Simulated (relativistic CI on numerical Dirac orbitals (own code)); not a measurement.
The spin-orbit constant of Fe VII from its measured fine structure

Problem. The ground term 3F of Fe VII (3s2 3p6 3d2) has the measured levels J = 2: 0.0, J = 3: 1051.5, J = 4: 2331.5 cm⁻¹ (Corliss and Sugar, J. Phys. Chem. Ref. Data 11, 135 (1982)). Test the interval rule and estimate ζ(3d).

Working.
1. In LS coupling E(J) − E(J − 1) = AJ. The intervals give A = 350.5 (J = 3), 320.0 (J = 4) cm⁻¹.
2. These values spread by 9 % of their mean, from second-order spin-orbit mixing with other terms and from spin-spin terms.
3. The whole width divided by the sum of the upper J values gives a mean A = 333.1 cm⁻¹.
4. For the Hund term of a shell that is less than half full, A = +ζ/2S with 2S = 2, so ζ = 666 cm⁻¹.

Check. The value calculated from Dirac-Coulomb-Breit radial functions of this configuration is ζ = 643 cm⁻¹, 3 % below the estimate from measurement. The same recipe applied to the calculated levels returns 649 cm⁻¹, which shows the bias of the recipe itself. Where the interval rule fails, the estimate is only rough.
